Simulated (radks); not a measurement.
Problem. The scandium ion Sc5+ is in [Ne] 3s2 3p4. All-electron calculation, scalar-relativistic Kohn-Sham, BLYP, spin-polarised, spherical densities, finite nucleus; Fermi nuclear charge, rms radius of each element as measured or else 0.836 A^(1/3) + 0.57 fm. Program: a radial shooting solver on a logarithmic mesh with Libxc functionals. Open shells are filled with parallel spins first. One electron is removed from 3p, 3s, 2p, 2s in turn, with full relaxation. Which removal costs least, and what does each cost?

Solution. 3p 110.69 eV; 3s 133.49 eV; 2p 498.27 eV; 2s 580.68 eV. The 3p electron leaves first.
